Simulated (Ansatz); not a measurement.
Two members of one family (Oligo(thiophene)), computed with Ansatz in the gas phase. The two geometries come from different levels. Binding counts from free atoms in the multiplicity of their measured ground term, without zero-point energy. Sets without diffuse functions give affinities that are too small. A dash marks a value that wasn't run or was left out as unsound. The structures are stationary points that may keep the symmetry of their start.

First: c1csc(-c2ccc(-c3ccc(-c4ccc(-c5ccc(-c6ccc(-c7cccs7)s6)s5)s4)s3)s2)c1 (singlet, charge 0, r2SCAN-D4/def2-SVP geometry).

```xyz
51

C     5.605  -10.299    3.234
C     4.731  -11.170    3.843
S     3.140  -10.515    3.939
C     3.633   -9.034    3.157
C     2.684   -7.975    2.919
C     1.332   -7.922    3.232
C     0.712   -6.716    2.845
C     1.579   -5.821    2.226
C     1.304   -4.511    1.705
C     2.166   -3.612    1.084
C     1.542   -2.408    0.699
C     0.187   -2.360    1.016
C    -0.764   -1.311    0.781
C    -2.119   -1.272    1.100
C    -2.754   -0.074    0.722
C    -1.901    0.833    0.098
C    -2.220    2.138   -0.410
C    -3.453    2.786   -0.396
C    -3.422    4.066   -0.979
C    -2.165    4.432   -1.455
C    -1.764    5.650   -2.100
C    -0.511    6.022   -2.579
C    -0.488    7.306   -3.159
C    -1.722    7.945   -3.143
C    -2.053    9.253   -3.650
C    -1.213   10.169   -4.271
C    -1.873   11.367   -4.646
C    -3.209   11.368   -4.313
S    -3.671    9.900   -3.541
S    -2.920    6.925   -2.389
S    -1.015    3.153   -1.163
S    -0.288    0.172   -0.005
S    -0.305   -3.839    1.803
S     3.185   -6.500    2.132
C     4.984   -9.086    2.842
H     6.661  -10.524    3.072
H     4.929  -12.166    4.241
H     0.812   -8.742    3.731
H    -0.344   -6.492    3.007
H     3.223   -3.831    0.919
H     2.057   -1.585    0.200
H    -2.628   -2.099    1.600
H    -3.812    0.131    0.894
H    -4.351    2.335    0.029
H    -4.293    4.721   -1.059
H     0.363    5.370   -2.502
H     0.408    7.761   -3.585
H    -0.154    9.978   -4.447
H    -1.379   12.203   -5.145
H    -3.951   12.148   -4.479
H     5.505   -8.265    2.344
```

```
             level  HOMO (eV)  LUMO (eV)  gap (eV)  vertical IE (eV)  vertical EA (eV)  vertical triplet (eV)  binding per atom (eV)
   PBE-D4/def2-SVP      -4.35      -2.89      1.47              5.69              1.66                   1.36                   5.48
r2SCAN-D4/def2-SVP      -4.52      -2.95      1.57                 –                 –                      –                   5.27
  PBE0-D4/def2-SVP      -5.09      -2.41      2.68              6.01              1.57                   1.63                   5.33
```

Second: c1csc(-c2ccc(-c3ccc(-c4ccc(-c5ccc(-c6ccc(-c7ccc(-c8ccc(-c9cccs9)s8)s7)s6)s5)s4)s3)s2)c1 (singlet, charge 0, PBE-D4/def2-SVP geometry).

```xyz
65

C    14.167   -1.056    8.216
C    14.127    0.290    7.900
S    12.670    0.704    7.063
C    12.088   -0.949    7.119
C    10.814   -1.325    6.548
C    10.181   -2.568    6.599
C     8.936   -2.595    5.931
C     8.584   -1.373    5.353
C     7.403   -1.030    4.605
C     7.061    0.176    3.987
C     5.808    0.140    3.334
C     5.159   -1.094    3.436
C     3.887   -1.505    2.907
C     3.214   -2.721    3.070
C     1.976   -2.779    2.396
C     1.665   -1.608    1.697
C     0.494   -1.326    0.909
C    -0.637   -2.128    0.720
C    -1.606   -1.546   -0.124
C    -1.246   -0.282   -0.605
C    -1.974    0.600   -1.473
C    -1.613    1.859   -1.967
C    -2.588    2.442   -2.803
C    -3.726    1.645   -2.974
C    -4.907    1.926   -3.746
C    -5.211    3.078   -4.481
C    -6.469    3.023   -5.120
C    -7.164    1.831   -4.891
C    -8.459    1.426   -5.367
C    -9.141    0.223   -5.168
C   -10.410    0.182   -5.788
C   -10.733    1.353   -6.478
C   -11.938    1.656   -7.216
C   -13.062    0.852   -7.408
C   -14.072    1.475   -8.191
C   -13.724    2.751   -8.598
S   -12.154    3.197   -8.023
S    -9.428    2.514   -6.343
S    -6.219    0.769   -3.864
S    -3.560    0.152   -2.071
S     0.331    0.172    0.013
S     2.945   -0.426    1.895
S     6.137   -2.219    4.362
S     9.836   -0.182    5.651
C    13.014   -1.761    7.775
H    15.006   -1.524    8.750
H    14.872    1.066    8.112
H    10.615   -3.434    7.117
H     8.296   -3.486    5.865
H     7.713    1.059    4.013
H     5.371    0.993    2.797
H     3.623   -3.544    3.673
H     1.315   -3.656    2.407
H    -0.751   -3.113    1.193
H    -2.557   -2.027   -0.388
H    -0.654    2.337   -1.718
H    -2.476    3.424   -3.281
H    -4.530    3.937   -4.545
H    -6.877    3.833   -5.740
H    -8.718   -0.607   -4.584
H   -11.087   -0.683   -5.740
H   -13.147   -0.161   -6.990
H   -15.029    1.002   -8.450
H   -14.301    3.458   -9.205
H    12.860   -2.839    7.923
```

Q: Estimate the same table for the second.

A: 
```json
{"level": "PBE-D4/def2-SVP", "HOMO (eV)": "-4.30", "LUMO (eV)": "-3.00", "gap (eV)": "1.30", "vertical IE (eV)": "5.45", "vertical EA (eV)": "1.94", "vertical triplet (eV)": "1.22", "binding per atom (eV)": "5.51"}
{"level": "r2SCAN-D4/def2-SVP", "HOMO (eV)": "-4.46", "LUMO (eV)": "-3.07", "gap (eV)": "1.40", "vertical IE (eV)": "–", "vertical EA (eV)": "–", "vertical triplet (eV)": "–", "binding per atom (eV)": "5.29"}
{"level": "PBE0-D4/def2-SVP", "HOMO (eV)": "-5.01", "LUMO (eV)": "-2.55", "gap (eV)": "2.46", "vertical IE (eV)": "5.82", "vertical EA (eV)": "1.83", "vertical triplet (eV)": "1.53", "binding per atom (eV)": "5.36"}
```
